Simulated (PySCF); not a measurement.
**Potential energy of TeBr⁺ along the bond**

Set-up: PySCF, scalar-relativistic core potentials, basis sets Te def2-SVP with ECP28, Br def2-SVP. Energies in eV from Te⁺ + Br in their ground configurations at the same level. State: ³Σ⁻ (triplet), unpaired electrons π ↑↑.

```csv
R (Å),UHF-MP2
2.067,-0.114
2.163,-1.070
2.259,-1.589
2.331,-1.773
2.403,-1.830
2.475,-1.790
2.571,-1.617
2.691,-1.219
2.836,-0.768
3.028,-0.413
```

**Question.** Put a parabola through the three lowest points of the UHF-MP2 curve and estimate Re, k and ωe (reduced mass 49.09 u; 1 eV/Å² = 0.16022 mdyn/Å; ωe = 1302.8·√(k/μ) cm⁻¹).

**Answer.** Through R = 2.331, 2.403, 2.475 Å the second-order coefficient is 9.36 eV/Å², so Re ≈ 2.409 Å, k ≈ 3.00 mdyn/Å and ωe ≈ 322 cm⁻¹. A polynomial fit of higher order to the unrounded UHF-MP2 energies gives Re = 2.407 Å, k = 2.90 mdyn/Å, ωe = 317 cm⁻¹; anharmonicity and rounding make the difference.

The higher-order fit for each curve: UHF-MP2: Re = 2.407 Å, ωe = 317 cm⁻¹, De = 1.83 eV.

Correlated steps freeze 13 core orbitals. Correlated levels converge slowly with the basis: in double zeta they bind strong bonds too weakly, by up to about 1 eV, and carry superposition errors of some tenths. These are scalar-relativistic numbers at best; spin–orbit coupling would shift them, the dissociation energy most. For an ion De counts to the pair picked by the measured ionisation energies or electron affinities, which need not be the lowest pair at this level. The state is the lowest determinant that a PBE0 search found; another state may lie lower at other levels.
